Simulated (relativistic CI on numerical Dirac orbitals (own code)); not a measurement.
Nb²⁷⁺: q coefficients and field-shift factors

Computed by Dirac-Coulomb-Breit CI, orbitals from a KLI potential per configuration, derivatives by finite differences, unscaled Slater integrals, QED left out (own radial code, finite nucleus).

Configurations in the expansion (outside the closed core [Ne]): 3s²3p², 3s3p³, 3s²3p3d, 3p⁴, 3s3p²3d, 3p³3d, 3s²3d², 3s3d³, 3p²3d², 3p3d³. Double excitations out of closed p, d and f shells are left out; levels of such configurations are missing from the list, as are those of other unlisted configurations, and high levels can miss mixing partners.

With x = (α/α₀)² − 1 an excitation energy changes as ω = ω₀ + qx; K = 2q/ω₀ is the relative enhancement. Terms are leading LS components, so labels can repeat. The field-shift factor is F = δν/δ⟨r²⟩ for the transition from the lowest level.

Lowest level 3s²3p² ³P0.

| Level | ω₀ (cm⁻¹) | q (cm⁻¹) | F (GHz/fm²) |
| --- | --- | --- | --- |
| 3s²3p² ³P1 | 140387 | 177200 | -2.31 |
| 3s²3p² ³P2 | 175706 | 182600 | -2.38 |
| 3s²3p² ¹D2 | 342939 | 358600 | -5.68 |
| 3s²3p² ¹S0 | 426169 | 357000 | -7.11 |
| 3s3p³ ⁵S°2 | 667871 | 270700 | -184 |
| 3s3p³ ³D°1 | 790527 | 253800 | -165 |
| 3s3p³ ³D°2 | 825760 | 349000 | -166 |
| 3s3p³ ³D°3 | 873618 | 386400 | -166 |
| 3s²3p3d ¹D°2 | 938469 | 294800 | -84.2 |
| 3s3p³ ³P°0 | 958050 | 394000 | -168 |
| 3s3p³ ³P°1 | 973139 | 409300 | -167 |
| 3s²3p3d ³F°2 | 1025684 | 307500 | -63.3 |
| 3s3p³ ³S°1 | 1078623 | 354100 | -182 |

At this charge energies of transitions that change n are usually good to better than 1 %, and those within a shell (Δn = 0) to a few per cent.

(1) Which transition from the lowest level has the largest |K|?

Answers

(1) 3s²3p² ³P1 at 140387 cm⁻¹, K = 2.52.
